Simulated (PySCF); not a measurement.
Computed shifts of a molecule CH5FO2Si2, PBE/pcSseg-1 run with PySCF, GIAO, gas phase, atoms alike by connectivity averaged where their shifts nearly agree, in ppm (number of nuclei): ²⁹Si: 35.0 (1), 20.7 (1). ¹⁹F: -142.0 (1). ¹³C: 89.3 (1). ¹H: 6.21 (2), 5.27 (2), 2.94 (1). References: ¹⁷O against H2O (σ = 334.3 ppm); ²⁹Si against TMS (σ = 335.4 ppm); ¹⁹F against CFCl3 (σ = 133.6 ppm); ¹³C against TMS (σ = 182.0 ppm); ¹H against TMS (σ = 31.49 ppm), references at their B3LYP-D3(BJ)/def2-TZVP geometries, non-relativistic. The structure is a stationary point at TPSSh-D3(BJ)/def2-SVP. Other conformers were not sampled.

Problem. Identify the compound among the candidates.
(A) O=C[Si@@](O)(F)[SiH3]
(B) O[Si@]1(F)CO[SiH2]1
(C) C[Si@H]1O[Si@@H](F)O1
(D) O=C([SiH3])O[SiH2]F

Solution. B, O[Si@]1(F)CO[SiH2]1
